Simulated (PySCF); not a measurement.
Ge(H)(F)(Cl)2, SMILES [F][GeH]([Cl])[Cl] at its PBE0/def2-SVP optimised geometry (Å):

```
5

Ge    -0.7773    -0.7057     0.0000
F     -1.2801    -1.5134     1.4382
Cl     1.3513    -0.7057     0.0000
Cl    -1.4870    -1.8601    -1.6416
H     -1.3513     0.7057     0.0000
```

Calculation: PBE0/def2-TZVP (PySCF). Cells within 0.4 Å of a nucleus heavier than hydrogen are left out (blank, or x).

Map of the HOMO amplitude (bohr^(-3/2)) on the plane z = 0.0 Å; orbital energy -9.63 eV, overall sign arbitrary:

```
|5555555555555555555555555555555|
|5555555555555555555555555555555|
|5555555555555555555555555555555|
|5555555555555555555555555555555|
|5555555555555555555555555555555|
|5555555555555555555555555555555|
|5555555555555555555555555555555|
|5555555555555555555555555555555|
|5555555555555555555555555555555|
|5555555555555555555555555555555|
|5544444455555555555555555555555|
|5444444445555555555555555555555|
|4444444445555555555666665555555|
|4444444444555555556667766655555|
|4444444444555555556678876655555|
|4444444444555555556789987665555|
|4444444445544554455789997665555|
|44444444455xxx544445xxx87665555|
|4444444445xxxx543323xxx76655555|
|44444444445xxx443210xxx55555555|
|4444444444444543321001234555555|
|4444444444555444321000234445555|
|4444444444555544332212234444455|
|4444444444555544433323334444445|
|4444444444555554444333344444445|
|4444444444555554444444444444445|
|4444444444555555444444444444445|
|4444444444555555444444444444445|
|4444444444555555544444444444455|
|4444444444555555544444444444555|
|4444444444555555554444444445555|
```
Scale: ten equal steps from -0.107 (start of '0') to 0.106 (end of '9'), in the order '0123456789'; x runs from -3.50 to 3.50, y from -3.50 (bottom) to 3.50 (top).
